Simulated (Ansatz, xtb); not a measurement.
The molecule LuF, closed-shell singlet (lowest of 2S+1 = 1, 3 at CCSD(T)/def2-TZVPP on PBE0 minima; our sources give no spin for the ground state, which may be another). No spin–orbit coupling.

Seven points along R, fitted to fifth degree in 1/R; most abundant isotopes. Runs in def2 and cc sets follow the lowest solution found near the PBE0 minimum. The singlet is held restricted. HF and MP2 rows in def2 and cc sets belong to the determinant that coupled cluster picked by its CCSD energy.

Correlated levels freeze the inner cores; with def2 sets outer-core shells near the valence are correlated too. CBS: X⁻³ extrapolation of the correlation energy, Hartree–Fock from the larger set.

Codes used: Ansatz (Gaussian orbitals); xtb for the GFN methods. Values without a source in brackets are computed. In def2 rows elements past Kr take small-core potentials, without spin–orbit coupling.

```
level                                r_e (Å)  ω_e (cm⁻¹)  ω_e x_e (cm⁻¹)  dipole (D)
-----------------------------------  -------  ----------  --------------  ----------
GFN1-xTB                               1.891         353              16           -
GFN2-xTB                               2.007         287            -1.5           -
HF/def2-TZVPP                          1.935           …             2.5           -
B97M-V/def2-TZVPP                      1.892         631             2.6        2.12
CAM-B3LYP/def2-TZVPP                   1.914         615             2.6        2.34
MP2/def2-TZVPP                         1.892         630             2.6           -
SCS-MP2/def2-QZVPP                     1.910         612             2.6           -
CCSD(T)/CBS(def2-TZVPP, def2-QZVPP)        …           …             2.5           -
```

Task: Complete the blanks.

Result: 
- CCSD(T)/CBS(def2-TZVPP, def2-QZVPP), r_e (Å): 1.915
- CCSD(T)/CBS(def2-TZVPP, def2-QZVPP), ω_e (cm⁻¹): 611
- HF/def2-TZVPP, ω_e (cm⁻¹): 604

Doubts at one or more of the structures used: a restricted determinant that unrestricted orbitals would lower (HF/def2-TZVPP, MP2/def2-TZVPP, SCS-MP2/def2-QZVPP, CCSD(T)/CBS(def2-TZVPP, def2-QZVPP)).

Ansatz is a first-principles code.
